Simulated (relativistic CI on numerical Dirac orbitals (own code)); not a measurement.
## The 1-electron sequence from H to Ca19+

These numbers are calculated, not measured: Dirac equation for one electron, model QED (radiative potential, 1s self-energy scaled to tabulated hydrogen-like ionisation energies) (own radial code, finite nucleus).

Configuration list: 1s, 2s, 2p, 3s, 3p, 3d. Levels of other configurations are missing.

Energies above each ion's lowest level, in eV. Levels are followed by their leading LS label, which can pass from one level to another where the coupling changes.

```
  Ion  1s ²S1/2  2p ²P°1/2  2s ²S1/2  2p ²P°3/2  3p ²P°1/2  3s ²S1/2  3d ²D3/2
    H         0     10.199    10.199     10.199     12.087    12.087    12.087
  He+         0     40.813    40.813     40.814     48.371    48.371    48.372
 Li2+         0     91.839     91.84     91.843     108.85    108.85    108.85
 Be3+         0     163.28    163.29      163.3     193.53    193.53    193.53
  B4+         0     255.16    255.16     255.19     302.42    302.42    302.43
  C5+         0     367.47    367.48     367.53     435.55    435.55    435.56
  N6+         0     500.25    500.25     500.36     592.93    592.93    592.96
  O7+         0     653.49     653.5     653.68     774.58    774.58    774.63
  F8+         0     827.24    827.25     827.54     980.54    980.54    980.63
 Ne9+         0     1021.5    1021.5       1022     1210.8    1210.8      1211
Mg11+         0     1471.7    1471.7     1472.6     1744.6    1744.6    1744.8
Al12+         0     1727.7    1727.7       1729     2048.1    2048.1    2048.5
Si13+         0     2004.3    2004.4     2006.1     2376.1    2376.1    2376.6
 P14+         ?          ?         ?          ?          ?         ?         ?
 S15+         0     2619.7    2619.8     2622.7     3105.9    3105.9    3106.7
Cl16+         0     2958.5    2958.7     2962.4     3507.7    3507.8    3508.8
Ar17+         0     3318.2    3318.3       3323     3934.3    3934.3    3935.7
 K18+         0     3698.7    3698.9     3704.7     4385.7    4385.7    4387.4
Ca19+         0     4100.2    4100.4     4107.5     4861.9      4862    4864.1
```

(1) Fill in the row of P14+.

The lowest level keeps the configuration 1s and J = 1/2 throughout.

Between Z = 17 and 20 the energy of 2p ²P°1/2 follows a local power law Z^2.0. For orientation: electrostatic splittings inside a shell grow about linearly with the screened charge, excitations that change n as its square, and fine structure as its fourth power; written in Z itself the exponents are larger, since the screened charge grows faster in proportion.

Answers

(1) 1s ²S1/2 0, 2p ²P°1/2 2301.7, 2s ²S1/2 2301.7, 2p ²P°3/2 2304, 3p ²P°1/2 2728.7, 3s ²S1/2 2728.7, 3d ²D3/2 2729.4 (eV).
